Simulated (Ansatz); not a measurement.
**Molecular dynamics of H14SO6**

Input file:

```yaml
crystal:
  lattice:
    - [6.214465, 0.0, 0.0]
    - [0.0, 6.214465, 0.0]
    - [0.0, 0.0, 6.214465]
  atoms:
    - { symbol: O, position: [0.59662352, 0.15599756, 0.14957357] }
    - { symbol: H, position: [0.5354501, 0.21758639, 0.28088437] }
    - { symbol: H, position: [0.74420806, 0.11775866, 0.18830676] }
    - { symbol: O, position: [0.06031507, 0.45099936, 0.96808712] }
    - { symbol: H, position: [-0.00084391, 0.5941595, 0.98381854] }
    - { symbol: H, position: [-0.02633328, 0.38396701, 0.85427223] }
    - { symbol: O, position: [0.29954417, 0.85592304, 0.08635281] }
    - { symbol: H, position: [0.42707274, 0.95051626, 0.09374254] }
    - { symbol: H, position: [0.27167028, 0.83537681, -0.06479805] }
    - { symbol: O, position: [0.8454811, 0.25213823, 0.63813735] }
    - { symbol: H, position: [0.73144547, 0.34402375, 0.58258633] }
    - { symbol: H, position: [0.93031383, 0.20820388, 0.510086] }
    - { symbol: O, position: [0.02623854, 0.13261484, 0.27170839] }
    - { symbol: H, position: [0.05370773, 0.25770434, 0.17960313] }
    - { symbol: H, position: [0.11627152, 0.01755708, 0.20921625] }
    - { symbol: O, position: [0.84094635, 0.83290556, 0.82586239] }
    - { symbol: H, position: [0.82697869, 0.98257456, 0.78129078] }
    - { symbol: H, position: [0.70769601, 0.76789632, 0.7769557] }
    - { symbol: S, position: [0.41396037, 0.56595167, 0.60551914] }
    - { symbol: H, position: [0.28444162, 0.50081247, 0.7727698] }
    - { symbol: H, position: [0.25071833, 0.66031343, 0.49559335] }
basis:
  ecutwfc: 500.0
kpoints:
  mp_grid: { grid: [1, 1, 1] }
hamiltonian:
  xc: r2scan
  dispersion: d3bj
scf:
  occupations: { method: fermi_dirac, width: 0.02 }
  lower_state_search: "off"
md:
  timestep: 0.5
  n_steps: 40
  ensemble: nvt_langevin
  temperature: 1000.0
  initial_velocities: maxwell_boltzmann
  seed: 516471
  friction: 0.02
  masses: [{ species: H, mass: 2.014 }]
```

Command:

```bash
$ ansatz run input.yaml --threads 1 --pin off --max-ram 3072MiB --backend cpu --events-out ev --progress --plain --runs-dir out
```

It starts from a partly relaxed structure (largest force component 0.65 eV/Å).

Output, in part (step lines):

```
md step     0: t =     0.00 fs  T =   952.4 K  F+E_penalty+E_count = -4543.27992656 eV  E_kin = 2.585200 eV  (8 SCF iters)
md step     1: t =     0.50 fs  T =   972.9 K  F+E_penalty+E_count = -4543.25310912 eV  E_kin = 2.640980 eV  (8 SCF iters)
md step     2: t =     1.00 fs  T =   940.2 K  F+E_penalty+E_count = -4543.15576668 eV  E_kin = 2.552241 eV  (8 SCF iters)
md step     3: t =     1.50 fs  T =   926.2 K  F+E_penalty+E_count = -4543.00215098 eV  E_kin = 2.514072 eV  (8 SCF iters)
md step     4: t =     2.00 fs  T =   890.7 K  F+E_penalty+E_count = -4542.81537867 eV  E_kin = 2.417865 eV  (8 SCF iters)
md step     5: t =     2.50 fs  T =   774.0 K  F+E_penalty+E_count = -4542.62821352 eV  E_kin = 2.100898 eV  (6 SCF iters)
md step     6: t =     3.00 fs  T =   679.6 K  F+E_penalty+E_count = -4542.47165971 eV  E_kin = 1.844874 eV  (6 SCF iters)
md step     7: t =     3.50 fs  T =   635.7 K  F+E_penalty+E_count = -4542.36483563 eV  E_kin = 1.725649 eV  (6 SCF iters)
md step     8: t =     4.00 fs  T =   629.1 K  F+E_penalty+E_count = -4542.31556303 eV  E_kin = 1.707740 eV  (6 SCF iters)
md step     9: t =     4.50 fs  T =   620.9 K  F+E_penalty+E_count = -4542.31441120 eV  E_kin = 1.685343 eV  (6 SCF iters)
md step    10: t =     5.00 fs  T =   610.5 K  F+E_penalty+E_count = -4542.33983910 eV  E_kin = 1.657080 eV  (8 SCF iters)
md step    11: t =     5.50 fs  T =   668.9 K  F+E_penalty+E_count = -4542.36624078 eV  E_kin = 1.815733 eV  (6 SCF iters)
md step    12: t =     6.00 fs  T =   690.3 K  F+E_penalty+E_count = -4542.38427363 eV  E_kin = 1.873868 eV  (6 SCF iters)
md step    13: t =     6.50 fs  T =   744.7 K  F+E_penalty+E_count = -4542.39312189 eV  E_kin = 2.021329 eV  (5 SCF iters)
md step    14: t =     7.00 fs  T =   720.3 K  F+E_penalty+E_count = -4542.39226840 eV  E_kin = 1.955115 eV  (6 SCF iters)
md step    15: t =     7.50 fs  T =   701.8 K  F+E_penalty+E_count = -4542.37948195 eV  E_kin = 1.904931 eV  (6 SCF iters)
md step    16: t =     8.00 fs  T =   715.4 K  F+E_penalty+E_count = -4542.35164352 eV  E_kin = 1.941908 eV  (5 SCF iters)
md step    17: t =     8.50 fs  T =   641.9 K  F+E_penalty+E_count = -4542.31187019 eV  E_kin = 1.742546 eV  (6 SCF iters)
md step    18: t =     9.00 fs  T =   631.8 K  F+E_penalty+E_count = -4542.27120873 eV  E_kin = 1.715055 eV  (6 SCF iters)
md step    19: t =     9.50 fs  T =   631.8 K  F+E_penalty+E_count = -4542.24077938 eV  E_kin = 1.715066 eV  (6 SCF iters)
md step    20: t =    10.00 fs  T =   603.6 K  F+E_penalty+E_count = -4542.23441453 eV  E_kin = 1.638376 eV  (7 SCF iters)
md step    21: t =    10.50 fs  T =   583.2 K  F+E_penalty+E_count = -4542.25506197 eV  E_kin = 1.583033 eV  (6 SCF iters)
md step    22: t =    11.00 fs  T =   598.7 K  F+E_penalty+E_count = -4542.29151548 eV  E_kin = 1.625091 eV  (6 SCF iters)
md step    23: t =    11.50 fs  T =   650.7 K  F+E_penalty+E_count = -4542.34707878 eV  E_kin = 1.766260 eV  (6 SCF iters)
md step    24: t =    12.00 fs  T =   640.9 K  F+E_penalty+E_count = -4542.41662715 eV  E_kin = 1.739640 eV  (6 SCF iters)
md step    25: t =    12.50 fs  T =   659.8 K  F+E_penalty+E_count = -4542.47887611 eV  E_kin = 1.791036 eV  (6 SCF iters)
md step    26: t =    13.00 fs  T =   658.8 K  F+E_penalty+E_count = -4542.51471724 eV  E_kin = 1.788272 eV  (5 SCF iters)
md step    27: t =    13.50 fs  T =   603.1 K  F+E_penalty+E_count = -4542.51877152 eV  E_kin = 1.637049 eV  (6 SCF iters)
md step    28: t =    14.00 fs  T =   580.3 K  F+E_penalty+E_count = -4542.49083453 eV  E_kin = 1.575112 eV  (5 SCF iters)
md step    29: t =    14.50 fs  T =   560.3 K  F+E_penalty+E_count = -4542.44687749 eV  E_kin = 1.520934 eV  (6 SCF iters)
md step    30: t =    15.00 fs  T =   559.2 K  F+E_penalty+E_count = -4542.39472380 eV  E_kin = 1.518059 eV  (7 SCF iters)
md step    31: t =    15.50 fs  T =   528.2 K  F+E_penalty+E_count = -4542.34845114 eV  E_kin = 1.433697 eV  (5 SCF iters)
md step    32: t =    16.00 fs  T =   577.8 K  F+E_penalty+E_count = -4542.30409631 eV  E_kin = 1.568481 eV  (6 SCF iters)
md step    33: t =    16.50 fs  T =   576.4 K  F+E_penalty+E_count = -4542.25057278 eV  E_kin = 1.564701 eV  (6 SCF iters)
md step    34: t =    17.00 fs  T =   567.8 K  F+E_penalty+E_count = -4542.20106407 eV  E_kin = 1.541393 eV  (6 SCF iters)
md step    35: t =    17.50 fs  T =   522.1 K  F+E_penalty+E_count = -4542.16448074 eV  E_kin = 1.417177 eV  (6 SCF iters)
md step    36: t =    18.00 fs  T =   550.6 K  F+E_penalty+E_count = -4542.13363737 eV  E_kin = 1.494475 eV  (5 SCF iters)
md step    37: t =    18.50 fs  T =   579.3 K  F+E_penalty+E_count = -4542.10438363 eV  E_kin = 1.572455 eV  (6 SCF iters)
md step    38: t =    19.00 fs  T =   596.9 K  F+E_penalty+E_count = -4542.07997448 eV  E_kin = 1.620363 eV  (6 SCF iters)
md step    39: t =    19.50 fs  T =   569.7 K  F+E_penalty+E_count = -4542.04643143 eV  E_kin = 1.546387 eV  (6 SCF iters)
md step    40: t =    20.00 fs  T =   582.5 K  F+E_penalty+E_count = -4542.00399837 eV  E_kin = 1.581159 eV  (8 SCF iters)
```

The run went to its last step. The mean temperature of the second half is 41 % below the set value. A run of 0.02 ps of so small a system gives no equilibrium averages. Limits of this set-up: coarse k mesh.

Mean squared displacements from the first frame to the last, about the centre of mass: O 0.04 Å², H 0.08 Å², S 0.05 Å².

Last frame:

```xyz
21
Lattice="6.2145 0.0000 0.0000 0.0000 6.2145 0.0000 0.0000 0.0000 6.2145" Properties=species:S:1:pos:R:3
O 3.698 0.999 1.091
H 3.371 1.327 1.943
H 4.526 0.536 1.327
O 0.377 2.887 5.894
H 0.287 3.833 5.923
H -0.016 2.441 5.114
O 1.810 5.348 0.545
H 2.584 5.927 0.779
H 1.822 5.487 -0.456
O 5.472 1.463 3.994
H 4.747 2.138 3.922
H 5.704 1.404 2.965
O -0.005 0.971 1.772
H 0.246 1.716 1.112
H 0.315 0.277 1.124
O 5.167 5.137 5.313
H 5.466 5.996 4.971
H 4.463 4.837 4.667
S 2.606 3.578 3.527
H 2.039 3.304 4.757
H 1.439 4.051 2.930
```

Time of the run: 10 min on 1 thread of Arm Neoverse V2, on a shared host, peak memory 0.8 GiB.
